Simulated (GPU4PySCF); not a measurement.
GPU4PySCF job for C8H12CuN4, SMILES CC#[N]->[Cu+](<-[N]#CC)(<-[N]#CC)<-[N]#CC, charge +1, multiplicity 1, PBE/pcSseg-1. Coordinates come from a PBE0-D3(BJ)/def2-TZVP optimisation. The multiplicity is an assumed one; other spin states were not compared. The isomer is the one that the SMILES or the coordinates give; other isomers of the formula were not compared.

```python
import numpy as np
import cupy as cp
from pyscf import gto, lo
from gpu4pyscf import dft
from gpu4pyscf.properties import shielding

mol = gto.M(
    atom='''
    Cu    0.00166225    0.00057637    0.00061402
    C     2.87157669   -1.26034183   -3.35898824
    C     1.96966427   -0.86331221   -2.30263461
    N     1.25423233   -0.54838102   -1.46432695
    H     2.73666711   -0.61107070   -4.22537670
    H     2.66884678   -2.29174150   -3.65145068
    H     3.90367258   -1.18410184   -3.01351428
    C     2.10827593   -0.42166484    4.06202674
    C     1.44650249   -0.28840860    2.78483276
    N     0.92108681   -0.18269077    1.77164105
    H     2.50251998    0.54532189    4.37808147
    H     2.93160708   -1.13293182    3.98064412
    H     1.40028741   -0.78007111    4.81081937
    C    -1.26600712    4.37219837   -0.62851566
    C    -0.86719264    2.99788287   -0.43061811
    N    -0.55075665    1.90744766   -0.27365104
    H    -1.06139694    4.67325562   -1.65705278
    H    -0.71018812    5.02099450    0.05010384
    H    -2.33353090    4.48063418   -0.43096164
    C    -3.72059997   -2.69266040   -0.07751855
    C    -2.55000271   -1.84647838   -0.05194265
    N    -1.62122566   -1.17508497   -0.03172804
    H    -4.58750484   -2.13731761    0.28372097
    H    -3.56313375   -3.56299884    0.56129294
    H    -3.91271059   -3.02901327   -1.09750894
    ''',
    basis='pcSseg-1',
    charge=1,
    spin=0,
    max_memory=12000,
    verbose=3,
)
mf = dft.RKS(mol, xc='pbe').density_fit(auxbasis='def2-universal-jkfit')
mf.grids.atom_grid = (99, 590)
mf.conv_tol = 1e-10
mf.max_cycle = 100
mf.kernel()
dia, para = shielding.eval_shielding(mf)
sigma = (dia + para).get()
print('atom   isotropic/ppm   span/ppm')
for i, s in enumerate(sigma):
    w = np.linalg.eigvalsh((s + s.T) / 2)
    print(f'{mol.atom_symbol(i):2s}{i + 1:3d} {w.mean():14.3f} {w[2] - w[0]:11.3f}')
```

It prints:

```
converged SCF energy = -2170.33091835851
atom   isotropic/ppm   span/ppm
Cu  1         88.522       2.665
C   2        181.113      27.930
C   3         67.826     318.477
N   4         36.922     425.098
H   5         29.287      11.832
H   6         29.286      11.829
H   7         29.286      11.833
C   8        181.115      27.930
C   9         67.828     318.467
N  10         36.939     425.064
H  11         29.287      11.833
H  12         29.287      11.831
H  13         29.286      11.829
C  14        181.110      27.928
C  15         67.828     318.476
N  16         36.910     425.105
H  17         29.287      11.835
H  18         29.286      11.836
H  19         29.287      11.834
C  20        181.120      27.931
C  21         67.832     318.477
N  22         36.878     425.148
H  23         29.286      11.824
H  24         29.287      11.825
H  25         29.286      11.822
```

The calculation finished and met its thresholds.
